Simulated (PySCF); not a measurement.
Vertical excitations of a molecule C4H9O, multiplicity 2 from PySCF 2.14.0 with TDA-LC-ωPBE/def2-SVPD, as energy in eV (oscillator strength): 0.48 (0.000), 4.18 (0.000), 5.57 (0.027), 5.64 (0.003), 6.84 (0.000), 7.66 (0.038), 7.84 (0.002), 8.15 (0.012), 8.60 (0.029), 8.71 (0.016). Coordinates come from a PBE0-D3(BJ)/def2-SVP optimisation. The values are those of a single conformer.

Which structure fits?
A. CCCC[O]
B. CC(C)(C)[O]
C. CC[CH]CO
D. C[CH]OCC

B, CC(C)(C)[O]
